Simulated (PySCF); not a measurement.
[Ho(H2O)3]3+: from a saddle point downhill

PySCF 2.14.0, RKS PBE0, Ho lcecp-1-SVP with ECP56, O def2-SVP, H def2-SVP; non-relativistic Hamiltonian with scalar-relativistic core potentials where named; density fitting; no spin-orbit coupling. Relaxed within the symmetry of its start, the geometry (D3h) is

```xyz
10

Ho    0.0000    0.0000    0.0000
O     2.2466    0.0000    0.0000
H     2.8645    0.0000    0.7716
H     2.8645    0.0000   -0.7716
O    -1.1233    1.9456    0.0000
H    -1.4322    2.4807    0.7716
H    -1.4322    2.4807   -0.7716
O    -1.1233   -1.9456    0.0000
H    -1.4322   -2.4807    0.7716
H    -1.4322   -2.4807   -0.7716
```

and its lowest harmonic modes are -203, -179, -179, -49, 54, 54 cm⁻¹ (negative: unstable). It was moved along the lowest mode and relaxed again, within the group D3 that the move left.

(1) Where does it end, and how much lower?

(2) How do the contacts change?

(3) Is the end a minimum?

An lcecp potential fixes the number of 4f electrons, so in runs with it no electron can move into or out of that shell.

State: singlet in the valence, with the 4f electrons in the core potential.

Answers

(1) In D3, 0.133 eV lower, after 24 steps:
```xyz
10

Ho    0.0000    0.0000    0.0000
O     2.2346    0.0000    0.0000
H     2.8517    0.7429    0.2127
H     2.8517   -0.7429   -0.2127
O    -1.1173    1.9352    0.0000
H    -2.0692    2.0982    0.2127
H    -0.7825    2.8411   -0.2127
O    -1.1173   -1.9352    0.0000
H    -0.7825   -2.8411    0.2127
H    -2.0693   -2.0982   -0.2127
```

(2) 
```csv
contact,saddle (Å),end (Å)
Ho1–O2 (H2O),2.247,2.235
Ho1–O5 (H2O),2.247,2.235
Ho1–O8 (H2O),2.247,2.235
```


(3) Yes, as far as the noise of the softest modes lets one tell (those above −25 cm⁻¹ count as noise); lowest modes -17, 73, 73, 97, 106, 106 cm⁻¹.
